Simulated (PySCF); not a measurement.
Working out the ionisation energy of Te⁺

Te⁺ [Kr] 4d10 5s2 5p3 (4S) → Te²⁺ [Kr] 4d10 5s2 5p2 (3P). All numbers are calculated (PySCF 2.14, scalar relativity by spin-free X2C-1e, in aug-cc-pVTZ-DK3 (8s7p5d2f, 68 functions)). Frozen: [Kr] 4d10. Energies in hartree (1 hartree = 27.21139 eV):

```tsv
part	Te⁺ (lower)	Te²⁺ (upper)
UHF	-6790.309044	-6789.634655
MP2 opposite-spin	-0.046267	-0.039512
MP2 same-spin	-0.016672	-0.007776
```

Task: What does Hartree-Fock give?

Result: (-6789.634655) − (-6790.309044) = 0.674389 hartree = 18.351 eV.

Task: What do MP2 and SCS-MP2 (6/5 opposite-spin, 1/3 same-spin) give?

Result: The opposite-spin parts differ by 0.184 eV and the same-spin parts by 0.242 eV. MP2: 18.351 + (0.184) + (0.242) = 18.777 eV. SCS-MP2: 18.351 + 1.2 × (0.184) + (0.242)/3 = 18.652 eV.

A first-order spin-orbit estimate adds -0.615 eV to MP2 (valence), giving 18.162 eV against 18.6 ± 0.4 eV (measured; NIST Atomic Spectra Database, ionization energies).

What remains against the reference includes basis incompleteness, the frozen core and correlation beyond second order.
